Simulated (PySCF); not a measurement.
r2SCAN on Hf(64+) (hafnium, charge +64)

Configuration: [He] 2s2 2p4, high-spin 3P determinant. Computed with PySCF 2.14 in an uncontracted even-tempered set (17 s from 40 bohr⁻², ratio 2.2; 10 p from 52 bohr⁻², ratio 2.2; 5 d from 210 bohr⁻², ratio 2.4; 5 f from 310 bohr⁻², ratio 2.4; 4 g from 470 bohr⁻², ratio 2.4), with the non-relativistic Hamiltonian (point nucleus).

```
Total energy                                                  : -8672.27 hartree
One-electron energy                                           : -9064.24 hartree
Hartree (Coulomb) energy                                      : 491.90 hartree
Exchange-correlation energy                                   : -99.93 hartree
Kinetic energy                                                : 8671.93985 hartree
⟨S²⟩                                                          : 2.0000
⟨L²⟩                                                          : 2.000
Sum of ⟨r⟩                                                    : 0.5072 bohr
Sum of ⟨r²⟩                                                   : 0.04437 bohr²
Traceless quadrupole moment −½Σ⟨3z² − r²⟩ along its main axis : -0.00256 e·bohr²
Density at the nucleus (Gaussians lack the cusp)              : 259000 bohr⁻³
Spin density at the nucleus                                   : -13.1 bohr⁻³
```

```csv
shell,electrons,mean orbital energy (hartree),spread (hartree),"rms radius, mean of both spins (bohr)"
1s α,1,-2439.60424,0,0.0243
1s β,1,-2437.91633,0,0.0243
2s α,1,-564.40691,0,0.0936
2s β,1,-561.90198,0,0.0936
2p α,3,-553.89732,1.45510,0.0801
2p β,1,-551.81305,0,0.0801
```

A non-relativistic calculation at this Z misses sizeable relativistic shifts. Spin-orbit coupling is strong in this species (close to jj coupling), so the high-spin LS determinant is a model state, not a physical level.
